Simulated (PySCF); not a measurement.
## SMILES CS/C=C\C(=O)C=O, C5H6O2S

Molfile (atoms numbered from 1):
```
C5H6O2S
     RDKit          3D

 14 13  0  0  0  0  0  0  0  0999 V2000
    2.9422   -0.2267   -0.2951 C   0  0  0  0  0  0  0  0  0  0  0  0
    1.1933   -0.7657   -0.4541 S   0  0  0  0  0  0  0  0  0  0  0  0
    0.4614    0.6008    0.2642 C   0  0  0  0  0  0  0  0  0  0  0  0
   -0.8854    0.6933    0.3921 C   0  0  0  0  0  0  0  0  0  0  0  0
   -1.6509   -0.4075   -0.1040 C   0  0  0  0  0  0  0  0  0  0  0  0
   -1.1003   -1.3845   -0.6191 O   0  0  0  0  0  0  0  0  0  0  0  0
   -3.1494   -0.3444    0.0189 C   0  0  0  0  0  0  0  0  0  0  0  0
   -3.7536    0.5715    0.5075 O   0  0  0  0  0  0  0  0  0  0  0  0
    3.5532   -1.0157   -0.7195 H   0  0  0  0  0  0  0  0  0  0  0  0
    3.1963   -0.0929    0.7511 H   0  0  0  0  0  0  0  0  0  0  0  0
    3.0996    0.6929   -0.8489 H   0  0  0  0  0  0  0  0  0  0  0  0
    1.1255    1.3774    0.6067 H   0  0  0  0  0  0  0  0  0  0  0  0
   -1.3787    1.5391    0.8391 H   0  0  0  0  0  0  0  0  0  0  0  0
   -3.6537   -1.2382   -0.3909 H   0  0  0  0  0  0  0  0  0  0  0  0
  1  2  1  0
  2  3  1  0
  3  4  2  0
  4  5  1  0
  5  6  2  0
  5  7  1  0
  7  8  2  0
  1  9  1  0
  1 10  1  0
  1 11  1  0
  3 12  1  0
  4 13  1  0
  7 14  1  0
M  END
```

Computed, not measured: GIAO HF/pcSseg-1 magnetisability, rotational g tensor and spin-rotation constants, non-relativistic, gas phase (PySCF 2.14.0). Geometry: GFN2-xTB.

(1) Give the nuclear spin-rotation constants along the inertial axes (H = +C I·J) beside the isotropic shieldings.

(2) How do the rotational constants and the g tensor change when H9, H10, H11, H12, H13, H14 are replaced by deuterium?

Answers

(1) Rotational constants 6.2607, 0.8564, 0.7570 GHz. A star marks the isotopologue with that one atom substituted, in its own axes.
```csv
atom,isotope,Caa (kHz),Cbb (kHz),Ccc (kHz),mean (kHz),σ (ppm)
H9,1H,-0.272,-0.036,-0.089,-0.132,30.3
H10,1H,-0.644,-0.060,-0.017,-0.240,30.0
H11,1H,-0.643,-0.061,-0.016,-0.240,30.0
H12,1H,-0.280,0.055,-0.088,-0.105,23.8
H13,1H,-0.341,0.056,-0.088,-0.124,24.8
H14,1H,-0.336,0.066,-0.072,-0.114,22.8
C1,13C*,0.755,0.105,0.123,0.328,171.3
S2,33S*,1.842,0.258,0.182,0.761,452.3
C3,13C*,2.708,0.491,0.110,1.103,8.1
C4,13C*,1.751,0.388,0.075,0.738,79.3
C5,13C*,3.571,0.367,0.152,1.364,-2.3
O6,17O*,-4.787,-0.769,-0.009,-1.855,-286.9
C7,13C*,3.341,0.367,0.173,1.294,-1.8
O8,17O*,-6.177,-0.795,0.007,-2.322,-382.6
```
For the geometry as given, no vibrational averaging.

(2) Constants 5.4009, 0.7824, 0.6894 GHz; g -0.1039, -0.0181, -0.0021, against -0.1199, -0.0197, -0.0022 before.
